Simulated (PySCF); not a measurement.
CI2, SMILES I[C]I (connectivity only; charge and spin as stated), neutral, multiplicity 1.

The structure is a stationary point at PBE-D3(BJ)/def2-TZVP. The def2 effective core potentials stand for the cores of I; spin–orbit coupling is left out.

All values below come from PBE-D3(BJ)/def2-TZVP (PySCF 2.14.0).

Frequencies are harmonic and unscaled.

```json
[
 {"mode": "1", "ν (cm⁻¹)": "127", "IR (km/mol)": "0.6", "moving atoms (share of kinetic energy)": "I 96 %"},
 {"mode": "2", "ν (cm⁻¹)": "494", "IR (km/mol)": "1.6", "moving atoms (share of kinetic energy)": "C 92 %, I 8 %"},
 {"mode": "3", "ν (cm⁻¹)": "570", "IR (km/mol)": "249.3", "moving atoms (share of kinetic energy)": "C 94 %"}
]
```
